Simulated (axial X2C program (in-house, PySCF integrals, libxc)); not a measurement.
**Nuclear properties of Cu₂⁻**

Calculated with an axial X2C code built on PySCF integrals: two-component X2C with atomic mean-field Coulomb and Gaunt terms, Gaussian nuclei, basis Cu dyall-acv3z with contracted cores.

R = 2.355 Å (near the PBE0 minimum at charge -1 of the determinant lowest at the starting distance; the state shown can have its own minimum elsewhere).

Determinant lowest in the PBE0 search, Ω = 1/2 (⟨Sz⟩ = 0.50, ⟨Lz⟩ = 0.00 at PBE0), spin on the atoms Cu 0.25, Cu 0.25:

```csv
level,A∥/gI Cu (MHz),qzz Cu (a.u.)
PBE0,929,-0.09
HF,270,-0.33
TPSSh,1010,-0.01
LDA,1150,0.09
PBE50,808,-0.21
```

Determinant 1.01 eV from it at PBE0 and this distance, Ω = 3/2 (⟨Sz⟩ = 0.50, ⟨Lz⟩ = 1.00 at PBE0), spin on the atoms Cu 0.25, Cu 0.25:

```csv
level,A∥/gI Cu (MHz),qzz Cu (a.u.)
PBE0,-2.89,0.16
HF,-15.8,-0.14
TPSSh,3.76,0.25
LDA,5.86,0.46
PBE50,-5.78,-0.01
```

A∥ (defined per Ω) follows by multiplying with gI = μI/(I μN); qzz is the electric field gradient, eQq0 = 234.96 MHz × Q/barn × qzz. The operators were transformed with the bare-nucleus X2C matrices; with these basis sets, hyperfine constants and field gradients can be off by tens of per cent, and where levels differ in sign neither size nor sign is settled.

Each state is one determinant with collinear spin. Unrestricted Hartree–Fock can overshoot spin polarisation at the nuclei. For an anion, determinants above electron detachment, or with a positive highest level, are held by the basis set. The search compared states at one distance, so a state with another bond length can lie lower. Further determinants of the search, some of them spin-mixed, are not shown. Where a field gradient or hyperfine factor spreads by more than a factor of two over the levels, a constant derived from it is not to be relied on. PBE0 term energies can be off by some tenths of an eV.
